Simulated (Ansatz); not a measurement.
Geometry optimisation, RKS B3LYP/6-31G (Ansatz).

input.yaml

```yaml
crystal:
  periodic: [false, false, false]
  atoms:
    - { symbol: "N", position_ang: [-1.7934, -0.6559, -0.5183] }
    - { symbol: C, position_ang: [-0.6899, -0.2409, -0.0623] }
    - { symbol: C, position_ang: [0.41808, 0.25007, -0.62069] }
    - { symbol: Si, position_ang: [1.38702, 0.66391, 1.01245] }
    - { symbol: C, position_ang: [-0.31351, -0.10725, 1.47017] }
    - { symbol: H, position_ang: [-2.0708, -0.6156, -1.5216] }
    - { symbol: H, position_ang: [-2.5831, -0.9105, 0.068] }
    - { symbol: H, position_ang: [0.74753, 0.43134, -1.61682] }
    - { symbol: H, position_ang: [2.57596, -0.23057, 1.14853] }
    - { symbol: H, position_ang: [1.53149, 2.08741, 1.21856] }
    - { symbol: H, position_ang: [-0.92354, 0.56295, 2.02365] }
    - { symbol: H, position_ang: [-0.18938, -1.04734, 2.00429] }
basis:
  gaussian: { orbitals: "6-31G" }
hamiltonian:
  xc: b3lyp
relax:
  f_tol: 0.015
  max_steps: 40
output:
  orbitals: {}
```

Launched with:

```bash
$ ansatz run input.yaml --threads 1 --pin off --max-ram 2048MiB --backend cpu --events-out ev --progress --plain --runs-dir out
```

**Question.** Where does it end, and by what steps?

**Answer.** It converged. Limits of this set-up: no polarisation functions. After 6 steps the energy has fallen by 0.936 eV; H8 moved furthest, 0.20 Å.

| step | energy less start (eV) | largest force component (eV/Å) | accepted |
| --- | --- | --- | --- |
| 0 | 0.0000 | 7.041 | yes |
| 1 | -0.8464 | 2.153 | yes |
| 2 | -0.9226 | 0.527 | yes |
| 3 | -0.9333 | 0.221 | yes |
| 4 | -0.9360 | 0.111 | yes |
| 5 | -0.9364 | 0.024 | yes |
| 6 | -0.9364 | 0.005 | yes |

```xyz
12
Properties=species:S:1:pos:R:3
N -1.829 -0.645 -0.508
C -0.635 -0.167 -0.031
C 0.465 0.315 -0.695
Si 1.395 0.642 0.910
C -0.335 -0.100 1.471
H -2.017 -0.686 -1.497
H -2.545 -0.967 0.120
H 0.610 0.416 -1.763
H 2.612 -0.179 1.258
H 1.678 2.060 1.342
H -0.995 0.573 2.031
H -0.308 -1.076 1.968
```

The run took 31 s on 1 thread of Arm Neoverse V1, with other jobs on the host, peak memory 0.14 GiB.
